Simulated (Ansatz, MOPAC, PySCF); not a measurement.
Dimer: NH3 (SMILES N) (first 4 atoms) with C3H6 (SMILES C=CC); geometry from B3LYP-D3(BJ)/def2-TZVP, rigid monomers moved along the line of their centres of mass till H4···C6 is 2.37 Å.
(charge 0, multiplicity 1):
| atom | x (Å) | y (Å) | z (Å) |
|---|---|---|---|
| N | -0.2111 | -0.2086 | 0.5372 |
| H | -0.7118 | -0.8550 | -0.0620 |
| H | 0.7385 | -0.1483 | 0.1871 |
| H | -0.1655 | -0.6235 | 1.4625 |
| C | 0.1162 | -1.0481 | 3.9774 |
| C | -0.5286 | 0.0792 | 3.6995 |
| C | 0.1162 | 1.3939 | 3.4000 |
| H | 1.1995 | -1.0852 | 4.0193 |
| H | -0.4126 | -1.9706 | 4.1806 |
| H | -1.6151 | 0.0656 | 3.6694 |
| H | -0.2323 | 2.1660 | 4.0915 |
| H | 1.2030 | 1.3316 | 3.4744 |
| H | -0.1442 | 1.7230 | 2.3906 |

Monomers are frozen at their geometry in the pair; levels with a basis set take the counterpoise correction. Rows marked so take none.

Frozen-core correlation. Rows in 6-31G* carry no dispersion term and start afresh at each structure (6-31G* with six Cartesian d functions). MP2/6-31G* freezes PySCF's default core. The state that AM1, PM3, PM7 reach isn't checked; PM7 holds dispersion and hydrogen-bond terms.

Codes used: Ansatz (Gaussian basis) for Hartree–Fock, density functionals and correlated methods; MOPAC for AM1, PM3, PM7 (differences of heats of formation); PySCF for 6-31G* rows, the dispersion terms. 

Other levels give for the interaction energy: PBE/def2-TZVPPD -27.9; B3LYP/def2-TZVPPD 19.9; B3LYP-D3(BJ)/def2-TZVPPD -71.3; wB97M-V/def2-TZVPPD -68.2; CCSD(T)/aug-cc-pVDZ -35.5 meV.

Q: What do these common cheap choices give for the same quantity: AM1, PM3, PM7, HF/6-31G*, BP86/6-31G* (no counterpoise), B3LYP/6-31G* (no counterpoise), MP2/6-31G*, MP2/6-31G* (no counterpoise)?

A: AM1 -11.0; PM3 10.9; PM7 -77.0; HF/6-31G* 64.4; BP86/6-31G* (no counterpoise) -54.0; B3LYP/6-31G* (no counterpoise) -65.3; MP2/6-31G* -0.5; MP2/6-31G* (no counterpoise) -96.2 meV. They span -96.2 to 64.4 meV.

Ansatz is a first-principles code.
